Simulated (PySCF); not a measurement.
Species: C9H14.
Atom-mapped SMILES: `[CH2:1]=[CH:2][C@@H:3]1[C@H:4]2[CH2:5][CH2:6][CH2:7][CH2:8][C@@H:9]12` (hydrogens: H10, H11 on C1; H12 on C2; H13 on C3; H14 on C4; H15, H16 on C5; H17, H18 on C6; H19, H20 on C7; H21, H22 on C8; H23 on C9)

Computed with PBE0-D3(BJ)/def2-SVP geometry optimisation, gas phase in PySCF.

(1) List the bond lengths, angles and torsions at this level.

Answers

(1) 
```csv
bond,length (Å),order
C1=C2,1.337,double
C2–C3,1.480,single
"C3–C4, C3–C9",1.513,single
C4–C5,1.512,single
"C5–C6, C7–C8",1.527,single
C6–C7,1.523,single
C8–C9,1.522,single
C4–C9,1.499,single
C1–H10,1.095,single
C1–H11,1.092,single
C2–H12,1.096,single
C3–H13,1.095,single
"C4–H14, C9–H23",1.095,single
"C5–H15, C8–H21",1.103,single
"C5–H16, C8–H22",1.103,single
"C6–H17, C7–H20",1.103,single
"C6–H18, C7–H19",1.103,single
```

Bonds in one row agree within 0.01 Å and their mean is given. Orders are formal, as drawn. A selection of angles:
```csv
angle,degrees
C1–C2–C3,126.7
C2–C3–C4,121.0
C4–C3–C9,59.4
C3–C4–C5,121.3
C3–C4–C9,60.5
C5–C4–C9,120.4
C4–C5–C6,113.3
C5–C6–C7,110.7
C3–C9–C8,119.9
C3–C9–C4,60.1
```

Torsions: C1–C2–C3–C4 36° (synclinal); C2–C3–C4–C5 140° (anticlinal); C3–C4–C5–C6 54° (synclinal); C4–C5–C6–C7 49° (synclinal); C5–C6–C7–C8 -65° (synclinal); C6–C7–C8–C9 47° (synclinal); C7–C8–C9–C3 -87° (synclinal); C2–C3–C9–C8 -140° (anticlinal); C3–C4–C9–C8 -109° (anticlinal).

Of the pairs four or more bonds apart, C1···H14 is among the closest relative to their van der Waals radii: 2.82 Å, 97 % of the sum of Bondi's values. The 6-membered ring C4–C5–C6–C7–C8–C9 has internal angles of 110.7° to 120.4° (sum 689°, against 720° for a flat polygon); it is puckered, 0.20 Å rms from its mean plane, widest ring torsion 65°. The C–C distances run from 1.337 Å (C1=C2, drawn double) to 1.527 Å (C7–C8, drawn single), a spread of 0.190 Å. The 3-membered ring C3–C4–C9 has internal angles of 59.4° to 60.5°.

Point group: C1 (no symmetry element, even within 0.4 Å). No PBE0-D3(BJ)/def2-SVP frequencies stand behind this structure, so it isn't proved a minimum. The numbers are those of one conformer.

The run took 98 s on an Arm Neoverse V2 with one thread, no GPU, on a shared host. This is the geometry optimisation.
